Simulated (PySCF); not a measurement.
## F³⁺ (fluorine, charge +3) across methods

[He] 2s2 2p2, high-spin 3P determinant. Calculation: PySCF 2.14, in ANO-RCC-VTZP (4s3p2d1f, 30 functions); the spin-free X2C one-electron Hamiltonian (Gaussian nucleus).

| method | E (hartree) | mean ε 2s α (eV) | mean ε 2s β (eV) | mean ε 2p α (eV) | Σ⟨r²⟩ (bohr²) | ⟨S²⟩ |
| --- | --- | --- | --- | --- | --- | --- |
| PBE | -95.5019 | -93.014 | -87.778 | -75.048 | 3.592 | 2.001 |
| PBE0 | -95.5185 | -97.040 | -90.314 | -78.475 | 3.586 | 2.001 |
| wB97M-V | -95.6042 | -99.232 | -93.289 | -80.662 | 3.590 | 2.001 |
| revPBE | -95.5774 | -93.059 | -87.804 | -75.034 | 3.590 | 2.001 |
| UHF | -95.41016 | -108.27 | -96.220 | -88.088 | 3.583 | 2.003 |
| wB97X | -95.6011 | -99.182 | -93.029 | -80.699 | 3.572 | 2.002 |
| LC-wPBE | -95.5313 | -98.993 | -93.364 | -80.814 | 3.594 | 2.001 |
| r2SCAN | -95.5622 | -94.727 | -88.169 | -76.385 | 3.581 | 2.002 |

Estimate the same row for LDA.

E (hartree) = -94.9198; mean ε 2s α (eV) = -92.631; mean ε 2s β (eV) = -87.506; mean ε 2p α (eV) = -74.899; Σ⟨r²⟩ (bohr²) = 3.608; ⟨S²⟩ = 2.001.
